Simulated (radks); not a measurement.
The numbers below are computed, except where a source is named.
Problem. Species: Br VII. Configuration: [Ne] 3s2 3p5 3d10 4s2 (not the ground configuration). Code: a radial shooting solver on a logarithmic mesh with Libxc functionals. Model: non-relativistic Kohn-Sham, PBE, spin-polarised, spherical densities, point nucleus; open shells are filled with parallel spins first. Some entries of the table are withheld. Estimate them.

| orbital | occ. | eigenvalue (eV) | <1/r> (bohr^-1) | r(max) (bohr) |
|---|---|---|---|---|
| 1s up | 1 | -13203.22 | 34.50 | 0.02885 |
| 1s down | 1 | -13202.41 | 34.50 | 0.02885 |
| 2s up | 1 | -1791.058 | 7.652 | 0.1629 |
| 2s down | 1 | -1790.539 | 7.652 | 0.1629 |
| 2p up | 3 | -1626.148 | 7.632 | 0.1290 |
| 2p down | 3 | -1625.298 | 7.631 | 0.1290 |
| 3s up | 1 | (1) | 2.556 | 0.4913 |
| 3s down | 1 | (2) | 2.553 | 0.4915 |
| 3p up | 3 | (3) | 2.451 | (4) |
| 3p down | 2 | (5) | 2.448 | (6) |
| 3d up | 5 | -171.7622 | 2.225 | 0.4243 |
| 3d down | 5 | -170.1448 | 2.222 | 0.4241 |
| 4s up | 1 | -98.9249 | 0.9548 | 1.292 |
| 4s down | 1 | -98.6575 | 0.9523 | 1.295 |

Solution. 
(1) 3s up eigenvalue (eV): -333.8850
(2) 3s down eigenvalue (eV): -331.9783
(3) 3p up eigenvalue (eV): -275.7506
(4) 3p up r(max) (bohr): 0.4820
(5) 3p down eigenvalue (eV): -273.8601
(6) 3p down r(max) (bohr): 0.4822
